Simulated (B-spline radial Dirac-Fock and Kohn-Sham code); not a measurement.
Ir⁺: eigenvalues, ΔSCF and the reference

System: Ir⁺, configuration [Xe] 4f14 5d7 6s1.

The density-functional columns are spherical, spin-unpolarised Dirac-Kohn-Sham results without Breit or QED terms: −ε is minus the orbital energy of the initial state and ΔSCF the difference of two total energies. The reference in the last column comes from ΔSCF Dirac-Fock with Breit, self-energy and vacuum polarisation, finite nucleus, configuration average. All numbers are from a radial finite-basis atomic code, in eV; a selection of levels is shown. The Kohn-Sham columns are given as differences from the reference. For the 1s level of heavy atoms much of the gap between ΔSCF and the reference is the Breit and QED part, -399.0 eV here; for other levels the error of the functional can be larger.

| level | LDA −ε − DF | LDA ΔSCF − DF | PBE −ε − DF | PBE ΔSCF − DF | Dirac-Fock |
| --- | --- | --- | --- | --- | --- |
| 1s | -197.6 | +387.8 | -135.6 | +451.7 | 76127.0 |
| 2s | -163.8 | -56.8 | -154.7 | -48.0 | 13445.8 |
| 2p1/2 | -113.1 | +25.5 | -108.9 | +29.6 | 12844.6 |
| 2p3/2 | -129.6 | -12.4 | -127.2 | -10.2 | 11235.4 |
| 3s | -87.1 | -56.5 | -84.6 | -54.2 | 3199.4 |
| 3p1/2 | -68.6 | -35.5 | -67.6 | -34.7 | 2932.8 |
| 3p3/2 | -68.0 | -38.4 | -67.5 | -38.0 | 2576.3 |
| 3d5/2 | -47.3 | -12.6 | -47.6 | -12.9 | 2061.2 |
| 4s | -47.2 | -33.4 | -46.0 | -32.3 | 717.0 |
| 4p1/2 | -39.2 | -25.5 | -38.7 | -25.0 | 604.1 |
| 4p3/2 | -39.0 | -26.0 | -38.4 | -25.4 | 519.6 |
| 4d5/2 | -26.5 | -14.0 | -26.5 | -13.9 | 318.8 |
| 4f5/2 | -9.2 | +2.7 | -9.6 | +2.2 | 81.64 |
| 4f7/2 | -9.3 | +2.4 | -9.7 | +2.0 | 78.65 |
| 5p1/2 | -8.8 | -1.5 | -9.2 | -2.0 | 82.12 |
| 5p3/2 | -9.1 | -2.1 | -9.3 | -2.4 | 68.62 |
| 5d | -3.7 | +1.9 | -4.0 | +1.6 | 19.33 |
| 6s | -1.8 | +2.2 | -2.1 | +1.8 | 15.67 |

For the outermost level NIST gives 17 ± 0.3 eV (semi-empirical); the differences from it are LDA −ε -3.10, LDA ΔSCF +0.84, PBE −ε -3.44, PBE ΔSCF +0.47, Dirac-Fock -1.33 eV.

Values without a named source are computed, but for edge energies of neutral atoms, which are taken from tables.
